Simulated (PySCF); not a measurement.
## Arsenic: a sound run and one with changed settings

Sound run: As [Ar] 3d10 4s2 4p3, As⁺ [Ar] 3d10 4s2 4p2. Calculation: PySCF 2.14, in cc-pVDZ-PP with ECP10MDF (4s3p2d, 23 functions); a scalar-relativistic core potential. In the sound run the correlated levels freeze 3s2 3p6 3d10 outside the core potential. The sound run starts from symmetry-adapted Hartree-Fock orbitals and uses a fine grid where one is needed.

Changed run: initial guess 1e, at most 50 SCF cycles.

```json
{"species": "As", "method": "UHF", "sound run (hartree)": "-331.19735", "changed run (hartree)": "-331.19735", "converged": "yes"}
{"species": "As", "method": "PBE0", "sound run (hartree)": "-332.37140", "changed run (hartree)": "-332.37140", "converged": "yes"}
{"species": "As", "method": "CCSD(T)", "sound run (hartree)": "-331.26733", "changed run (hartree)": "-331.26733", "converged": "yes"}
{"species": "As⁺", "method": "B3LYP", "sound run (hartree)": "-332.09599", "changed run (hartree)": "-332.09599", "converged": "yes"}
{"species": "As⁺", "method": "MP2", "sound run (hartree)": "-330.89306", "changed run (hartree)": "-330.89306", "converged": "yes"}
```

Here the plain start reaches the same solutions.
